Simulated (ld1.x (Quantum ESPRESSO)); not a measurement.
## Varying the TM potential for nitrogen (N)

Base potential:

ld1.x (Quantum ESPRESSO) 7.5 input, shortened:

```
&input
   title='N', zed=7., rel=2, dft='PBE', iswitch=3,
   config='[He] 2s2 2p2', rel_dist='average'
 /
 &inputp
   pseudotype=2, tm=.true., lloc=1,
   nlcc=.false.
 /
2
2S  1  0   2.00   0.00  0.90  0.90  0.0
2P  2  1   2.00   0.00  2.20  2.20  0.0
 &test
   configts(1)='2s2 2p2'
 /
```

Open shells are filled in proportion to 2j + 1 (rel_dist='average').

Cutoffs, loose and tight: the cutoffs (Ry, on a coarse ladder) from which the occupation-weighted sum of valence levels, in a spherical-Bessel basis at the reference potential, stays within 10 and 1 mRy of its value at 400 Ry. They do not see the model core or the augmentation charge, which bear on the density cutoff. Test errors are all-electron minus pseudo excitation energies from the reference, over the configurations 2s2 2p3; 2s2 2p1; 2s2 2p0; 2s1 2p4; 2s1 2p0; 2s1 2p3; 2s2 2p2.5. A dash means not determined; rows that change the core or the reference have their own tests.

| change | outcome | cutoff, loose | cutoff, tight | bound ghosts | largest test error (meV) |
| --- | --- | --- | --- | --- | --- |
| base | generated | 55 Ry | 140 Ry | none | +2550 |
| wave 2s (bound): rc 0.90 bohr becomes 2s (bound): rc 0.60 bohr | generated | 230 Ry | over 300 Ry | none | +2575 |
| wave 2s (bound): rc 0.90 bohr becomes 2s (bound): rc 0.74 bohr | generated | 110 Ry | 230 Ry | none | +2557 |
| wave 2s (bound): rc 0.90 bohr becomes 2s (bound): rc 0.94 bohr | generated | 55 Ry | 140 Ry | none | +2551 |
| wave 2s (bound): rc 0.90 bohr becomes 2s (bound): rc 1.02 bohr | generated | 50 Ry | 120 Ry | none | +2554 |
| wave 2s (bound): rc 0.90 bohr becomes 2s (bound): rc 1.14 bohr | generated | 45 Ry | 110 Ry | none | +2553 |
| wave 2s (bound): rc 0.90 bohr becomes 2s (bound): rc 1.34 bohr | generated | 35 Ry | 80 Ry | none | +2535 |

Reading the sweep of the s radius (base included, trends over the rows without a ghost): The loose cutoff falls from 230 Ry at 0.6 to 35 Ry at 1.34 bohr. A larger radius leaves more room for a smooth pseudo-wave, so fewer plane waves are needed; a smaller one forces it to follow the all-electron wave where it bends sharply. The median size of the test errors (rows with all tests solved) is not monotonic: lowest 134.9 meV at 0.9 bohr, highest 184.5 meV at 0.6 bohr.
